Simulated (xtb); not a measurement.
A run for xtb: GFN-FF on BBr2HO (SMILES OB(Br)Br), a point of a torsion scan.

```
$ xtb mol.xyz --gfnff --sp --chrg 0 --uhf 0
5

O     -0.87703881    -0.44501435     0.05469205
B      0.27119865     0.13835470     0.03554105
Br     1.74205760    -0.60928742    -0.92471929
Br     0.57698738     1.74348694     1.02218988
H     -1.75471391    -0.74168834    -0.11922948
```

It printed:

```
[...]
           -------------------------------------------------
          |                Calculation Setup                |
           -------------------------------------------------



          ==================== Thresholds ====================
          CN  :   150.00000
          rep :   500.00000
          disp:  2500.00000
          HB1 :   250.00000
          HB2 :   450.00000

          Pauling EN used:
          Z : 1  EN :  2.20
          Z : 5  EN :  2.04
          Z : 8  EN :  3.44
          Z :35  EN :  2.96
          electric field strengths (au): 0.000

           -------------------------------------------------
          |           Force Field Initialization            |
           -------------------------------------------------

          distances ...
          ----------------------------------------
          generating topology and atomic info file ...
          pair mat ...
          computing topology distances matrix with Floyd-Warshall algo ...
          making topology EEQ charges ...
          #fragments for EEQ constrain: 1
          ----------------------------------------
          generating topology and atomic info file ...
          pair mat ...
          computing topology distances matrix with Floyd-Warshall algo ...
          making topology EEQ charges ...
          #fragments for EEQ constrain: 1
          rings ...
          # BATM   4
          # H in HB   1
          doing iterative Hueckel for 1 subsystem(s) ...

  atom   neighbors  erfCN metchar sp-hybrid imet pi  qest     coordinates
    1  O       2    1.97   0.00         3    0    1  -0.413   -1.657363   -0.840955    0.103353
    2  B       3    2.79   0.00         2    0    1   0.148    0.512491    0.261452    0.067163
    3  Br      1    1.20   0.00         0    0    0   0.004    3.292012   -1.151386   -1.747466
    4  Br      1    1.20   0.00         0    0    0   0.004    1.090348    3.294713    1.931659
    5  H       1    0.98   0.00         0    0    0   0.256   -3.315929   -1.401588   -0.225311

          #atoms :   5
          #bonds :   4
          #angl  :   4
          #tors  :   3
          #nmol  :   1
          #optfrag :   1
           -------------------------------------------------
          |                   G F N - F F                   |
          |          A general generic force-field          |
          |                  Version 1.0.3                  |
           -------------------------------------------------
          Number of HB bonds (bound hydrogen)     6
          Number of HB bonds (unbound hydrogen)   12
          Number of XB bonds                      0

 E+G (total)                   0 d,  0 h,  0 min,  0.000 sec
 distance/D3 list               ...        0 min,  0.000 sec (  0.787%)
 non bonded repulsion           ...        0 min,  0.000 sec (  9.477%)
 dCN                            ...        0 min,  0.000 sec (  2.427%)
 EEQ energy and q               ...        0 min,  0.000 sec (  8.011%)
 D3                             ...        0 min,  0.000 sec (  9.650%)
 EEQ gradient                   ...        0 min,  0.000 sec (  2.233%)
 bonds                          ...        0 min,  0.000 sec (  5.884%)
 bend and torsion               ...        0 min,  0.000 sec (  8.716%)
 bonded ATM                     ...        0 min,  0.000 sec (  2.214%)
 HB/XB (incl list setup)        ...        0 min,  0.000 sec ( 46.038%)

         :::::::::::::::::::::::::::::::::::::::::::::::::::::
         ::                     SUMMARY                     ::
         :::::::::::::::::::::::::::::::::::::::::::::::::::::
         :: total energy              -0.419356304980 Eh    ::
Note: The following floating-point exceptions are signalling: IEEE_UNDERFLOW_FLAG IEEE_DENORMAL
normal termination of xtb
         :: gradient norm              0.073866917321 Eh/a0 ::
         ::.................................................::
         :: bond energy               -0.415096111967 Eh    ::
         :: angle energy               0.013441882586 Eh    ::
         :: torsion energy             0.005472043078 Eh    ::
         :: repulsion energy           0.041175671971 Eh    ::
         :: electrostat energy        -0.062197079531 Eh    ::
         :: dispersion energy         -0.002239566557 Eh    ::
         :: HB energy                  0.000000000000 Eh    ::
         :: XB energy                  0.000000000000 Eh    ::
         :: bonded atm energy          0.000086855439 Eh    ::
         :: external energy            0.000000000000 Eh    ::
         :: add. restraining           0.000000000000 Eh    ::
         :: total charge               0.000000000000 e     ::
         :::::::::::::::::::::::::::::::::::::::::::::::::::::

           -------------------------------------------------
          |                Property Printout                |
           -------------------------------------------------

molecular dipole:
                 x           y           z       tot (Debye)
 q only:       -0.214      -0.013      -0.116       0.619

           -------------------------------------------------
          | TOTAL ENERGY               -0.419356304980 Eh   |
          | GRADIENT NORM               0.073866917321 Eh/α |
           -------------------------------------------------
########################################################################
[WARNING] Runtime exception occurred
-1- gfnff_setup: Could not read topology file.
########################################################################

------------------------------------------------------------------------
------------------------------------------------------------------------
 total:
 SCF:
```

The run finished.

Cost: around 0.020 core-seconds (rough).
